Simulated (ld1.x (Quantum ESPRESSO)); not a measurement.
## Which change was made? (I, TM)

- Element: iodine (I)
- Generator: ld1.x (Quantum ESPRESSO) 7.5
- Type: norm-conserving Troullier–Martins (Kleinman–Bylander form)
- Functional: PBEsol
- Relativity: fully relativistic
- Frozen core: [Kr] 4d10
- Valence charge: 7
- Reference configuration: 5s2 5p5
- Partial waves: 5s (bound): rc 1.75 bohr; 5p (bound): rc 2.05 bohr
- Local potential: all-electron potential smoothed inside 1.65 bohr (lloc = -1)
- Core correction: Bessel-smoothed model core inside 0.90 bohr

Open shells are filled in proportion to 2j + 1 (rel_dist='average').

Cutoffs, loose and tight: the cutoffs (Ry, on a coarse ladder) from which the occupation-weighted sum of valence levels, in a spherical-Bessel basis at the reference potential, stays within 10 and 1 mRy of its value at 400 Ry. They do not see the model core or the augmentation charge, which bear on the density cutoff. Test errors are all-electron minus pseudo excitation energies from the reference, over the configurations 5s2 5p4; 5s2 5p3; 5s2 5p2; 5s2 5p5.3; 5s2 5p1; 5s2 5p4.5; 5s1 5p5; variants that change the core or the reference have their own tests. The largest error is taken over the tests solved by every variant that gives reliable tests at all, those not shown here included: 5s1 5p5; 5s2 5p3; 5s2 5p4; 5s2 5p4.5; 5s2 5p5.3.

The base gives: outcome: generated; cutoff, loose: 35 Ry; cutoff, tight: 45 Ry; bound ghosts: s, d; largest test error (meV): +2.3.

(1) After one change the result is: outcome: generated; cutoff, loose: 30 Ry; cutoff, tight: 45 Ry; bound ghosts: s, d; largest test error (meV): -17 over the solved tests; 1 of 7 tests not solved or not reliable. Which change was it?
A. local potential the p channel
B. reference 5s1.75 5p5.25
C. local potential all-electron potential smoothed inside 1.26 bohr (lloc = -1)
D. core [Kr], valence charge 17; reference 4d10 5s1.5 5p5.5; waves now 5s (bound): rc 1.70 bohr; 5p (bound): rc 1.65 bohr; 4d (bound): rc 1.30 bohr; local potential all-electron potential smoothed inside 1.05 bohr (lloc = -2); core correction Bessel-smoothed model core, default radius (core density twice the valence density)

Results:

(1) B. The others give: local potential the p channel → outcome: generated, misses its reference levels by 0.69 eV; cutoff, loose: 35 Ry; cutoff, tight: 50 Ry; bound ghosts: none; largest test error (meV): +37 | core [Kr], valence charge 17; reference 4d10 5s1.5 5p5.5; waves now 5s (bound): rc 1.70 bohr; 5p (bound): rc 1.65 bohr; 4d (bound): rc 1.30 bohr; local potential all-electron potential smoothed inside 1.05 bohr (lloc = -2); core correction Bessel-smoothed model core, default radius (core density twice the valence density) → outcome: generated; cutoff, loose: 110 Ry; cutoff, tight: 180 Ry; bound ghosts: s, p3/2, p1/2; largest test error (meV): -18 over the solved tests; 3 of 7 tests not solved or not reliable | local potential all-electron potential smoothed inside 1.26 bohr (lloc = -1) → outcome: generated; cutoff, loose: 35 Ry; cutoff, tight: 45 Ry; bound ghosts: s, p3/2, p1/2, d; largest test error (meV): -32.
